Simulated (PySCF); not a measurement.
Sn⁺: excitation energy

Sn⁺ [Kr] 4d10 5s2 5p1 (2P) → Sn⁺ [Kr] 4d10 5s1 5p1 5d1 (high-spin determinant), as a difference of total energies. Calculation: PySCF 2.14, in x2c-TZVPPall with one added diffuse shell each of s, p, d, f type (9s7p5d3f, 76 functions); the spin-free X2C one-electron Hamiltonian (Gaussian nucleus). Correlated levels: valence and next inner shell: [Ar] 3d10 frozen. The calculations carry no spin-orbit coupling.

| method | excitation energy (eV) |
| --- | --- |
| UHF | 12.941 |
| MP2 (valence and next inner shell) | 14.510 |
| SCS-MP2 (valence and next inner shell) | 14.622 |
| CCSD (valence and next inner shell) | 14.316 |
| CCSD(T) (valence and next inner shell) | 14.329 |

Question: How much does correlation contribute at CCSD(T) (valence and next inner shell)?

Answer: 14.329 − (12.941) = 1.388 eV, measured against UHF.

The promoted electron is Rydberg-like, and one or two diffuse shells describe it only roughly, which tends to raise the upper state.

The coupled-cluster amplitudes are large for the upper state (T1 above 0.03 or a double amplitude above 0.15), so a single reference is strained.

The determinant of the upper state mixes LS terms, which raises its energy above the lowest term, most at the Hartree-Fock and MP2 levels.
